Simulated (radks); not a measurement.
Results of a calculation; reference values are marked as such.
Neutral erbium inside a hard spherical wall (all orbitals vanish at R), configuration held at [Xe] 4f12 6s2 and not refilled when levels cross. Level of theory: scalar-relativistic Kohn-Sham, r2SCAN, spin-unpolarised, spherical densities, finite nucleus; meta-GGA in the generalised Kohn-Sham scheme; Fermi nuclear charge, rms radius 5.2516 fm (a radial shooting solver on a logarithmic mesh with Libxc functionals). Eigenvalues in eV, with the zero of energy where the potential of the charges vanishes at infinity; a dash marks a level that is unbound or too diffuse for the functional's potential to be trusted. A positive occupied level is held by the wall or, in an anion where self-interaction has pushed it up, behind a barrier. The pressure on the wall is -dE/dV.

| R (bohr) | E (hartree) | kinetic (hartree) | e(5s) | e(5p) | e(6s) | e(4f) | e(6p, empty) | e(5d, empty) | pressure (GPa) |
|---|---|---|---|---|---|---|---|---|---|
| free | -13086.3638 | 14185.914 | -53.448 | -27.400 | -3.917 | -3.076 | -0.999 | -0.719 | 0 |
| 20 | -13086.3638 | 14185.914 | -53.448 | -27.400 | -3.917 | -3.076 | -0.999 | -0.719 | < 0.0001 |
| 15 | -13086.3638 | 14185.914 | -53.447 | -27.399 | -3.916 | -3.074 | -0.993 | -0.716 | 0.000132 |
| 10 | -13086.3616 | 14185.934 | -53.300 | -27.253 | -3.805 | -2.931 | -0.720 | -0.567 | 0.0510 |
| 7 | -13086.3238 | 14186.148 | -52.210 | -26.182 | -2.757 | -1.865 | 1.237 | 0.525 | 1.80 |
| 6 | -13086.2608 | 14186.423 | -51.190 | -25.197 | -1.440 | -0.856 | 3.466 | 1.622 | 6.38 |
| 4 | -13085.5547 | 14189.057 | -46.000 | -20.316 | 9.809 | 4.653 | 20.237 | 8.265 | 140 |
| 2.5 | -13079.1648 | 14212.325 | -25.259 | 1.963 | 79.581 | 29.466 | 105.67 | 40.370 | 4940 |
| 1.5 | -13021.2081 | 14392.032 | 95.375 | 143.67 | 467.93 | 132.45 | 525.26 | 218.77 | 184000 |
